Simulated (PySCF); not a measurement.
# [Ce(SH)3(H2O)]+: one run

[Ce(SH)3(H2O)]+ (singlet). PySCF 2.14.0, RKS PBE0, Ce lcecp-2-TZVP with ECP46, S def2-TZVP, H def2-TZVP, O def2-TZVP; non-relativistic Hamiltonian with scalar-relativistic core potentials where named; density fitting; no spin-orbit coupling. Purpose: basis and core treatment f-in-core-IV/TZVP.

```python
mol = gto.M(atom='''
Ce    -0.08989    -0.18061     0.17576
S      0.97446     1.56381     1.68561
H      2.21354     1.60790     1.13106
S     -2.01524    -1.50877     1.16227
H     -2.25364    -0.74947     2.26217
S      1.45618    -1.46522    -1.37612
H      0.74216    -2.61429    -1.49026
O     -1.19318     1.37352    -1.29789
H     -1.15534     2.34063    -1.22133
H     -1.75321     1.17696    -2.06592''',
    basis={'Ce': 'lcecp-2-TZVP', 'S': 'def2-TZVP', 'H': 'def2-TZVP', 'O': 'def2-TZVP'},
    ecp={'Ce': 'lcecp-2-TZVP'},
    charge=1, spin=0)
mf = dft.RKS(mol, xc='PBE0')
mf.grids.atom_grid = (75, 302)  # f atoms: unpruned, at least (60, 302)
mf = mf.density_fit()  # fitting sets: Ce AutoAux, S def2-universal-JKFIT, H def2-universal-JKFIT, O def2-universal-JKFIT
mf.conv_tol = 1e-08; mf.max_cycle = 55
mf.kernel(dm0)  # dm0: free metal ions and neutral atoms
mf.nuc_grad_method().kernel()
```

Run from Python with OMP_NUM_THREADS=2; the lines above give its settings. Where DIIS fails, smearing, a level shift and second-order steps follow.
It took 27 s on 2 threads of Arm Neoverse V1, with other jobs on the host.

The large-core potential holds the 4f shell empty.

Task: What are the Mulliken charges and spins?

Result: 
```
atom  charge (e)  spin (e)
 Ce1       1.394     0.000
  S2      -0.405     0.000
  H3       0.218     0.000
  S4      -0.401     0.000
  H5       0.216     0.000
  S6      -0.402     0.000
  H7       0.216     0.000
  O8      -0.663     0.000
  H9       0.415     0.000
 H10       0.411     0.000
```

Task: What forces act on the atoms (eV/Å)?

Result: 
```
Ce   0.03 -0.04  0.05
S    0.18  0.02 -0.04
H   -0.22 -0.04  0.05
S   -0.05  0.06  0.16
H    0.08 -0.08 -0.19
S   -0.06 -0.18 -0.03
H    0.07  0.21  0.06
O   -0.19  0.28 -0.26
H    0.03 -0.24  0.02
H    0.14  0.01  0.18
```
Forces carry noise of the integration grid, about 0.01 to 0.03 eV/Å.

The geometry was relaxed with PBE0 (Ce lcecp-2-SVP with ECP46, S def2-SVP, H def2-SVP, O def2-SVP).
